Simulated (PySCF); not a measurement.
Simulation results for CH5Si, CH5BOSi, B2FHN, B2ClH3N and others

Computed with PySCF 2.14.0. Calculation on a computer-drawn molecule: the log of a Hartree-Fock and frozen-core CCSD(T) single point meant for a local Hartree-Fock minimum, with one planted fault or none, to be diagnosed. Offsets are logged minus clean, where the clean run is the same molecule without the fault. The reference is restricted for singlets and unrestricted otherwise, and also for a bond in bohr or an excited solution. Adding or removing an electron swaps singlet and doublet. The excited solution moves the top pair (singlet) or top alpha electron (doublet) to the lowest empty orbital. Highest occupied and lowest empty are orbital energies over both spins, largest force is the largest gradient component, triples share is (T) over the correlation energy, the T1 limit is 0.02 restricted and 0.045 unrestricted, electrons count all cores, a negative frequency is imaginary (commonest isotopes), and the dipole is about the centre of nuclear charge.

Common to all runs: meant multiplicity 1; logged SCF converged yes; possible faults no fault, one electron removed, one electron added, multiplicity raised by two, geometry at a saddle point, SCF held on an excited solution, minimal basis STO-3G, one bond length entered in bohr, all coordinates scaled.

(1) CH5Si

Logged structure:
```xyz
7
CH5Si
C     -2.3848    -1.1302     1.1943
Si    -2.0797    -2.9801     0.5823
H     -2.0638    -0.4201     0.4223
H     -1.8630    -0.8705     2.1230
H     -3.4562    -0.9582     1.3551
H     -2.3560    -3.7102     1.9125
H     -0.5419    -3.0088     0.6970
```

| Quantity | Value |
| --- | --- |
| meant charge | -1 |
| meant basis | aug-cc-pV(D+d)Z |
| logged electrons | 26 |
| logged basis functions | 100 |
| logged spin squared | 0 |
| logged highest occupied | 0.52068 eV |
| logged lowest empty | -0.26615 eV |
| logged largest force | 0.10789 hartree/bohr |
| logged CC converged | no |
| logged dipole magnitude | 2.6983 debye |
| logged SCF stable within its kind | no |
| logged energy HF | -329.40697 hartree |
| planted fault | SCF held on an excited solution |
| HF energy offset from clean run | 169.3 kcal/mol |

Drawn bonds:
```
atom  other atom  order
   1           2      1
   1           3      1
   1           4      1
   1           5      1
   2           6      1
   2           7      1
```

Notes: CCSD not converged; highest electron not bound in this basis.

(2) CH5BOSi

Logged structure:
```xyz
9
CH5BOSi
O      0.3133     0.2967    -1.4276
B      0.0627    -0.2100    -0.2465
C     -0.1856    -0.7198     1.0204
Si     0.8646    -0.2717     2.4669
H      0.9131    -0.2026    -1.9667
H     -1.0267    -1.3936     1.1590
H      1.5096    -1.4584     3.0869
H      0.0995     0.4060     3.5443
H      1.9438     0.6488     2.0211
```

| Item | Value |
| --- | --- |
| meant charge | 0 |
| meant basis | cc-pV(D+d)Z |
| logged electrons | 39 |
| logged basis functions | 90 |
| logged spin squared | 0.7721 |
| logged highest occupied | 2.1014 eV |
| logged lowest empty | 8.8438 eV |
| logged largest force | 0.088037 hartree/bohr |
| logged T1 diagnostic | 0.064079 |
| logged D1 diagnostic | 0.42255 |
| logged triples share | 0.029679 |
| logged CC converged | yes |
| logged dipole magnitude | 2.3392 debye |
| logged SCF stable within its kind | yes |
| logged energy HF | -429.16318 hartree |
| logged energy CCSD(T) | -429.73413 hartree |
| planted fault | one electron added |
| HF energy offset from clean run | 72.15 kcal/mol |
| CCSD(T) energy offset from clean run | 61.9 kcal/mol |

Drawn bonds:
```
atom  other atom  order
   1           2      1
   2           3      2
   3           4      1
   1           5      1
   3           6      1
   4           7      1
   4           8      1
   4           9      1
```

Notes: T1 above single-reference limit; highest electron not bound in this basis.

(3) B2FHN

Logged structure:
```xyz
5
B2FHN
B     -2.1332    -1.1068    -2.6295
N     -1.6892    -0.8725    -1.4510
B     -1.2434    -0.6371    -0.2670
F     -0.8132    -0.4100     0.8757
H     -2.5382    -1.3206    -3.7046
```

| Item | Value |
| --- | --- |
| meant charge | 1 |
| meant basis | cc-pVDZ |
| logged electrons | 25 |
| logged basis functions | 61 |
| logged spin squared | 0.7555 |
| logged highest occupied | -29.655 eV |
| logged lowest empty | -16.65 eV |
| logged largest force | 0.15238 hartree/bohr |
| logged T1 diagnostic | 0.021856 |
| logged D1 diagnostic | 0.089432 |
| logged triples share | 0.025546 |
| logged CC converged | yes |
| logged dipole magnitude | 7.8804 debye |
| logged SCF stable within its kind | yes |
| logged energy HF | -203.00144 hartree |
| logged energy CCSD(T) | -203.44724 hartree |
| planted fault | one electron removed |
| HF energy offset from clean run | 418.5 kcal/mol |
| CCSD(T) energy offset from clean run | 449 kcal/mol |

Drawn bonds:
```
atom  other atom  order
   1           2      1
   2           3      2
   3           4      1
   1           5      1
```

(4) B2ClH3N

Logged structure:
```xyz
7
B2ClH3N
N      0.5317    -0.9618     2.4905
B     -0.6362    -1.5928     1.8948
B     -1.8049    -0.5873     0.8705
Cl    -2.9520     0.2696    -0.1011
H      0.8094     0.0667     2.4028
H      1.2191    -1.5291     3.0866
H     -0.9447    -2.8189     2.0143
```

| Quantity | Value |
| --- | --- |
| meant charge | 1 |
| meant basis | cc-pV(D+d)Z |
| logged electrons | 36 |
| logged basis functions | 80 |
| logged spin squared | 0 |
| logged highest occupied | -16.848 eV |
| logged lowest empty | -5.1323 eV |
| logged largest force | 0.052569 hartree/bohr |
| logged T1 diagnostic | 0.023515 |
| logged D1 diagnostic | 0.082281 |
| logged triples share | 0.035374 |
| logged CC converged | yes |
| logged dipole magnitude | 1.9885 debye |
| logged SCF stable within its kind | yes |
| logged energy HF | -564.83341 hartree |
| logged energy CCSD(T) | -565.34947 hartree |
| planted fault | all coordinates scaled, by +6.8 % |
| HF energy offset from clean run | 18.26 kcal/mol |
| CCSD(T) energy offset from clean run | 12.22 kcal/mol |

Drawn bonds:
```
atom  other atom  order
   1           2      1
   2           3      1
   3           4      1
   1           5      1
   1           6      1
   2           7      1
```

Notes: T1 above single-reference limit.

(5) CH6BSi

Logged structure:
```xyz
9
CH6BSi
B     -1.0344    -0.8761     0.4476
C     -0.0525    -1.1630    -0.6134
Si     1.0326    -2.8419    -0.3233
H     -1.8162    -0.6771     1.3253
H     -0.5833    -1.2859    -1.5877
H      0.6732    -0.3178    -0.6850
H      1.7589    -2.6494     0.9649
H      1.9235    -2.8815    -1.5143
H      0.0524    -3.9645    -0.2667
```

| Property | Result |
| --- | --- |
| meant charge | 1 |
| meant basis | cc-pV(D+d)Z |
| logged electrons | 30 |
| logged basis functions | 81 |
| logged spin squared | 0 |
| logged highest occupied | -17.828 eV |
| logged lowest empty | -4.3745 eV |
| logged largest force | 0.0096788 hartree/bohr |
| logged T1 diagnostic | 0.014184 |
| logged D1 diagnostic | 0.040445 |
| logged triples share | 0.028748 |
| logged CC converged | yes |
| logged dipole magnitude | 5.3198 debye |
| logged SCF stable within its kind | yes |
| logged energy HF | -354.68284 hartree |
| logged energy CCSD(T) | -355.04464 hartree |
| planted fault | all coordinates scaled, by +1.5 % |
| HF energy offset from clean run | 1.002 kcal/mol |
| CCSD(T) energy offset from clean run | 0.05788 kcal/mol |

Drawn bonds:
```
atom  other atom  order
   1           2      1
   2           3      1
   1           4      1
   2           5      1
   2           6      1
   3           7      1
   3           8      1
   3           9      1
```
